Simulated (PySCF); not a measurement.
H4MgSSi. Atoms are numbered in the order given.

```xyz
7

Mg     0.0252     0.0990    -0.0840
S      0.5508     1.7593    -1.6049
H      1.4031     0.9391    -2.2683
Si    -0.5942    -1.7097     1.6351
H     -1.3227    -2.8695     1.0177
H     -1.4877    -1.1836     2.7226
H      0.6091    -2.2882     2.3241
```
Charge 0, spin multiplicity 1.

Coordinates come from a PBE-D3(BJ)/def2-TZVP optimisation. Other conformers were not sampled.

Computed with TDDFT-LC-ωPBE/def2-SVPD in PySCF 2.14.0.

Vertical excitations. Gas-phase values at a fixed geometry.

Computed lowest excited states:
```tsv
state	energy (eV)	λ (nm)	f	main pairs
S1	5.42	229	0.077	HOMO→LUMO 70 %, HOMO→LUMO+1 16 %
S2	5.44	228	0.009	HOMO−1→LUMO+1 38 %, HOMO−1→LUMO 30 %, HOMO→LUMO+2 19 %
S3	5.66	219	0.124	HOMO→LUMO+2 61 %, HOMO−1→LUMO 22 %
S4	5.75	216	0.016	HOMO−1→LUMO+1 42 %, HOMO−1→LUMO 32 %, HOMO−1→LUMO+4 6 %
S5	5.91	210	0.497	HOMO→LUMO+1 65 %, HOMO→LUMO 14 %, HOMO−1→LUMO+2 10 %
S6	6.34	196	0.310	HOMO−1→LUMO+2 71 %
S7	6.68	186	0.000	HOMO−1→LUMO+11 23 %, HOMO−1→LUMO+3 19 %, HOMO−1→LUMO+6 17 %, HOMO−1→LUMO+8 8 %
S8	6.96	178	0.012	HOMO−2→LUMO+1 52 %, HOMO→LUMO+3 18 %
S9	7.20	172	0.123	HOMO−2→LUMO 64 %
S10	7.40	168	0.059	HOMO−2→LUMO+2 63 %, HOMO→LUMO+9 13 %
T1	4.39	282	0	HOMO→LUMO 59 %, HOMO→LUMO+4 17 %, HOMO→LUMO+1 12 %
T2	4.53	274	0	HOMO→LUMO+2 68 %, HOMO→LUMO+5 20 %
T3	4.80	258	0	HOMO→LUMO+1 64 %, HOMO→LUMO 15 %
T4	5.10	243	0	HOMO−1→LUMO+1 56 %, HOMO−1→LUMO 26 %
```
Triplets are in the Tamm–Dancoff approximation, which puts them higher than full response would, so one can lie above its singlet here.
